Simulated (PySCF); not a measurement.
GaH2Cl, SMILES [Cl][GaH2]. Atoms are numbered in the order given.

```xyz
4

Ga     0.0000     0.0000    -0.7101
H      0.0000    -1.4105    -1.3691
H      0.0000     1.4105    -1.3691
Cl     0.0000     0.0000     1.4560
```

The structure is a stationary point at B3LYP-D3(BJ)/def2-TZVP.

All values below come from PySCF 2.14.0 with B3LYP-D3(BJ)/def2-TZVP.

Frequencies are harmonic and unscaled.

```
mode  ν (cm⁻¹)  IR (km/mol)  moving atoms (share of kinetic energy)
----  --------  -----------  --------------------------------------
1          403         65.4                        Cl 66 %, Ga 34 %
2          497         37.3                                  H 94 %
3          610         90.4                                  H 95 %
4          730        155.3                                  H 98 %
5         1999         59.2                                 H 100 %
6         2014        200.5                                  H 98 %
```
